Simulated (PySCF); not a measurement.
A side-by-side comparison of computed properties.

First species: C₆H₉PS.
Z-matrix (Å and degrees, GFN2-xTB geometry), rows numbered from 1:
```
C 
C   1  1.4887
C   2  1.3458  1  125.64
P   3  1.8028  2  109.64  1  -177.63
S   4  1.9322  3  120.01  2   120.94
C   4  1.8269  3   91.65  2    -3.32
C   6  1.4853  4  122.78  3  -179.36
C   6  1.3409  4  108.22  3     3.21
H   1  1.0898  2  109.93  3  -120.76
H   1  1.0867  2  111.21  3     0.04
H   1  1.0897  2  109.90  3   120.87
H   3  1.0765  2  125.95  1    -1.72
H   4  1.4028  3  104.47  2  -107.35
H   7  1.0881  6  111.16  4  -161.37
H   7  1.0911  6  110.32  4    78.11
H   7  1.0904  6  109.67  4   -40.24
H   8  1.0794  2  120.09  1     0.33
```

Second species: C6H9NO.
SMILES: `CN(C)c1ccoc1`

Levels: CAM-B3LYP/def2-SVPD for dipole moment, HOMO energy, LUMO energy, HOMO–LUMO gap, static isotropic polarisability and electronic spatial extent ⟨r²⟩ about the centre of nuclear charge; TDDFT CAM-B3LYP/def2-SVPD for lowest singlet excitation; TDA CAM-B3LYP/def2-SVPD for lowest triplet excitation (Tamm–Dancoff); GFN2-xTB for rotational constant A and rotational constant C. Geometries: GFN2-xTB. Each species is one conformer at its optimised geometry, gas phase, non-relativistic unless stated. Electronic properties by PySCF.

The conformers computed, where there is a choice (atom-mapped SMILES and torsion angles):
- `[CH3:1][N:2]([CH3:3])[c:4]1[cH:5][cH:6][o:7][cH:8]1`: C1–N2–C4–C5 27°

Values for the first species:

```
Dipole moment                                                     : 5.18 D
HOMO energy                                                       : -7.73 eV
LUMO energy                                                       : -0.82 eV
HOMO–LUMO gap                                                     : 6.91 eV
Lowest singlet excitation                                         : 3.80 eV
Lowest triplet excitation (Tamm–Dancoff)                          : 2.66 eV
Static isotropic polarisability                                   : 114.9 au
Electronic spatial extent ⟨r²⟩ about the centre of nuclear charge : 1475 bohr²
Rotational constant A                                             : 2.214 GHz
Rotational constant C                                             : 0.806 GHz
```

(1) Estimate the same properties for the second species, and the change in each.

Results:

(1) 
```json
{"property": "dipole moment", "first": "5.18 D", "second": "1.77 D", "second less first": "-3.41 D"}
{"property": "HOMO energy", "first": "-7.73 eV", "second": "-6.81 eV", "second less first": "+0.92 eV"}
{"property": "LUMO energy", "first": "-0.82 eV", "second": "1.28 eV", "second less first": "+2.10 eV"}
{"property": "HOMO–LUMO gap", "first": "6.91 eV", "second": "8.09 eV", "second less first": "+1.18 eV"}
{"property": "lowest singlet excitation", "first": "3.80 eV", "second": "5.36 eV", "second less first": "+1.56 eV"}
{"property": "lowest triplet excitation (Tamm–Dancoff)", "first": "2.66 eV", "second": "3.77 eV", "second less first": "+1.11 eV"}
{"property": "static isotropic polarisability", "first": "114.9 au", "second": "80.7 au", "second less first": "-34.2 au"}
{"property": "electronic spatial extent ⟨r²⟩ about the centre of nuclear charge", "first": "1475 bohr²", "second": "992 bohr²", "second less first": "-483 bohr²"}
{"property": "rotational constant A", "first": "2.214 GHz", "second": "4.674 GHz", "second less first": "+2.460 GHz"}
{"property": "rotational constant C", "first": "0.806 GHz", "second": "1.204 GHz", "second less first": "+0.398 GHz"}
```

On the first: The polarisability is 17.02 Å³ as a volume (1 au = 0.148185 Å³), or 1.51 au for each of the 76 electrons. The dipole matches unit charges of opposite sign 1.08 Å apart (1 e·Å = 4.8032 D).

On the second: In wavenumbers S1 is 43200 cm⁻¹ (1 eV = 8065.54 cm⁻¹). The vertical singlet–triplet gap S1 − T1 is 1.59 eV (TDDFT singlet less Tamm–Dancoff triplet; S1: HOMO→LUMO, weight 0.75; T1: HOMO→LUMO+1, weight 0.63).
